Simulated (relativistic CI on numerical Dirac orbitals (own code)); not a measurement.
One change at a time: Bi⁶⁵⁺

Base calculation: Dirac-Coulomb-Breit CI, separate exchange-only KLI orbitals for each configuration, model QED (radiative potential, 1s self-energy scaled to tabulated hydrogen-like ionisation energies), unscaled Slater integrals.

CI space (outside the closed core [Ne]): 3s2.3p6, 3s2.3p5.3d, 3s.3p6.3d, 3s2.3p5.4s, 3s2.3p5.4p, 3s2.3p5.4d, 3s.3p6.4s, 3s2.3p5.4f, 3p6.3d2, 3p5.3d3, 3p5.3d2.4s, 3p5.3d2.4p, 3p5.3d2.4d, 3p6.3d.4s, 3p5.3d.4s2, 3p5.3d.4s.4p, 3p5.3d.4s.4d. Double excitations out of closed p, d and f shells are left out; levels of such configurations are missing from the list, as are those of other unlisted configurations, and high levels can miss mixing partners. These lack a partner that the ground configuration has and come out too high: 3s2.3p5.4f.

Variants: (1) valence Slater integrals scaled by 0.9; (2) Breit term removed; (3) non-relativistic limit. Shifts of the energy above 3s2.3p6 1S_0, in eV, for the lowest level and the first level of each name with at least 55 % of one term (blank where a level changes its place among those of its configuration and J or its character, or is not in the variant):

```tsv
Level	Base	Δ(1)	Δ(2)	Δ(3)
3s2.3p6 1S_0	0.00	0.00	0.00	0.00
3s2.3p5.3d 3P°_0	275.67	+2.39	+1.38	-19.70
3s2.3p5.3d 3P°_1	289.69	+1.16	+2.20	-33.72
3s2.3p5.3d 3F°_4	418.46	+1.07	+6.20	-152.05
3s2.3p5.3d 3D°_3	438.07	-0.81	+5.33	
3s2.3p5.3d 1P°_1	472.62	-4.14	+5.07	
3s2.3p5.3d 3F°_2	892.05	+0.89	+9.07	
3s.3p6.3d 3D_1	1156.95	+0.63	+2.30	-673.67
3s.3p6.3d 3D_2	1165.22	-0.16	+2.84	-681.94
3s.3p6.3d 3D_3	1290.47	+0.65	+5.86	-807.19
3s.3p6.3d 1D_2	1306.96	-1.04	+5.40	-803.55
3p6.3d2 3F_2	2333.66	+0.60	+5.09	-1352.72
3p6.3d2 3P_0	2362.97	-2.08	+3.62	-1364.78
3p6.3d2 3F_3	2462.56	+1.04	+8.24	-1481.62
3p6.3d2 1G_4	2479.16	-0.66	+9.47	
3p6.3d2 3P_1	2481.81	-0.72	+6.67	-1483.62
3p6.3d2 3F_4	2601.27	+0.45	+11.63	
3p6.3d2 1S_0	2641.70	-3.38	+8.73	-1603.12
3p5.3d3 3I°_7	2880.22	+1.72	+17.14	-1626.64
3p5.3d3 3P°_1	2882.56	+2.00	+11.99
```

At this charge energies of transitions that change n are usually good to better than 1 %, and those within a shell (Δn = 0) to a few per cent.

Ionisation energy from the two ground configurations alone: base 7581.4 eV; Breit term removed 7590.71 eV. The NIST ASD value (theoretical) is 7580 eV.

LS names give the leading component of a level, which can be under half, so a name can repeat, a term be missing and a line seem to break the LS rules.
